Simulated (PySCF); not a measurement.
# GeSb: frontier orbitals

BHandHLYP at R = 2.441 Å; Ge x2c-SVPall, Sb x2c-SVPall; spin-free X2C with a Gaussian nucleus (PySCF 2.14). State: ²Π (doublet), unpaired electrons π ↑. Only the outer orbitals are listed, counted within each symmetry.

| spin | orbital | occ. | ε (eV) | on Ge (%) | main shells (%) |
| --- | --- | --- | --- | --- | --- |
| α | 16σ | 1 | -17.41 | 37 | 59 Sb s, 33 Ge s |
| α | 17σ | 1 | -12.98 | 58 | 56 Ge s, 35 Sb s |
| α | 9π | 1 | -7.33 | 27 | 72 Sb p, 26 Ge p |
| α | 18σ | 1 | -7.15 | 49 | 48 Sb p, 41 Ge p |
| α | 9π | 1 | -6.69 | 29 | 70 Sb p, 28 Ge p |
| α | 10π | 0 | -1.74 | 71 | 71 Ge p, 27 Sb p |
| α | 10π | 0 | -1.26 | 70 | 69 Ge p, 29 Sb p |
| α | 19σ | 0 | 2.03 | 55 | 53 Ge p, 42 Sb p |
| β | 16σ | 1 | -16.64 | 46 | 50 Sb s, 42 Ge s |
| β | 17σ | 1 | -12.58 | 51 | 48 Ge s, 43 Sb s |
| β | 18σ | 1 | -7.00 | 49 | 47 Sb p, 43 Ge p |
| β | 9π | 1 | -6.42 | 45 | 54 Sb p, 44 Ge p |
| β | 9π | 0 | -3.19 | 46 | 53 Sb p, 46 Ge p |
| β | 10π | 0 | -1.26 | 55 | 54 Ge p, 44 Sb p |
| β | 10π | 0 | -0.72 | 53 | 53 Ge p, 46 Sb p |

Task: Which are the highest filled and the lowest empty level, where do they sit, and how wide is the gap?

Result: Highest filled β 9π at -6.42 eV (in %: 54 Sb p, 44 Ge p); lowest empty β 9π at -3.19 eV (in %: 53 Sb p, 46 Ge p); the gap at BHandHLYP is 3.23 eV. Both belong to one degenerate shell, split only by its one-sided filling, so this is no excitation gap.

| Quantity | Value |
| --- | --- |
| bond order (Mayer) | 2.26 |
| ⟨S²⟩ | 0.776 |
| charge on Ge (Mulliken, basis-dependent) | 0.09 |
| charge on Ge (Löwdin, basis-dependent) | -0.04 |
| dipole moment (positive dipole means Ge(−)Sb(+)) | -0.45 D |

Spin–orbit coupling is left out. The state is the lowest determinant that a PBE0 search found; another state may lie lower at other levels.
